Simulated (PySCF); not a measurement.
Sn(Me)(SH), SMILES [CH3][Sn][SH], PBE0/def2-SVP optimised geometry. Atoms within 1.6 Å of the plane z = 0.8 Å (x, y, z in Å): Sn1 (-0.60, -0.97, 0.00), C2 (1.61, -0.97, 0.00), H3 (1.97, -1.47, 0.92), H4 (2.04, 0.04, -0.05), S6 (-0.69, 1.47, 0.00), H7 (-2.04, 1.57, 0.01).

Computed with PBE0/def2-TZVP, def2 effective core potentials past Kr (PySCF 2.14.0). The core electrons that the potentials of Sn replace are not part of the density.

Map of the log10 of the electron density (e/bohr³), floored at −4 on the plane z = 0.8 Å:

```
|                               |
|                               |
|            ...                |
|         ..:::::..             |
|       ..::-----::.            |
|      .::-===+==--:.           |
|     .:--=++***+=-:.           |
|    .:-=++**###*+=-:.          |
|    .-=++*##%%%#*+=:.          |
|    :-=+*##%%%%#*+=-..         |
|    :-=+*##%%@%%#+=-:...       |
|    :-=+*##%%@%#*+=-::::..     |
|    .:=++*##%%%#*+=------:.    |
|    .:-=+**#####*+===++=--.    |
|     .:-=+*####**++++**+=-:.   |
|     .:-=+**###**++*****+=-.   |
|    .:-=++*##%##***####*+=-:   |
|    .:-=+*##%@%#####%%##*=-:.  |
|    .:-=+*#%@@@%###%%@%#*+-:.  |
|    .:-=+*#%@@@%###%@@@%*+=:.  |
|    .:-=+*##%%%##*#%@@@%*+-:.  |
|    .:-=+**####****#%%%#*=-:   |
|     .:-=+******+++**##*+=:.   |
|     .:-==++++++====++++=-:.   |
|      .:--======-----==--:.    |
|      ..:-------::::::::..     |
|        .:::::::... ...        |
|         .......               |
|                               |
|                               |
|                               |
```
Scale: ten equal steps from -4.00 (start of ' ') to -0.576 (end of '@'), in the order ' .:-=+*#%@'; x runs from -4.50 to 4.50, y from -4.50 (bottom) to 4.50 (top).
